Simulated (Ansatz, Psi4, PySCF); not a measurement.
fluoromethane (CH3F), singlet, geometry from GFN2-xTB. Base run: B97M-V/def2-TZVP (PySCF).

Here is a job for PySCF.
```python
from pyscf import gto, scf, dft

mol = gto.M(
    atom='''
C    -0.61381076    0.09837073    0.07127920
F     0.72439532   -0.11609326   -0.08412091
H    -0.86205911   -0.06032531    1.12128664
H    -0.82870216    1.12501025   -0.22731794
H    -1.14593208   -0.61006993   -0.56455569
''',
    basis='def2-tzvp',
    verbose=4,
)

mf = dft.RKS(mol)
mf.xc = 'b97m_v'
mf.kernel()
```

The same geometry, method and basis name were run in Ansatz (a quantum-chemistry and plane-wave program) and Psi4 and PySCF, at each program's defaults and at the settings that a row names. The base is PySCF at its defaults. Differences at the defaults can come from grids, fitting, cores and function types together.

```tsv
code and settings	ΔE vs base (mEh)	basis functions	E (Eh)	SCF cycles	dipole (D)
PySCF, defaults (exact integrals, its default grid, spherical functions)	0.000	80	-139.76089	8	1.66
Psi4, defaults (density fitting with its default set, its default grid, spherical functions)	-0.063	80	-139.76095	7	1.66
Ansatz, defaults (factorised integrals, its default grid, spherical functions)	0.006	80	-139.76088	-	-
PySCF, density fitting with def2-universal-jkfit	-0.071	80	-139.76096	8	1.66
PySCF, fine grid	0.006	80	-139.76088	8	1.66
Psi4, exact integrals, spherical functions, fine grid	0.008	80	-139.76088	9	1.66
Ansatz, high accuracy	0.006	80	-139.76088	-	-
```
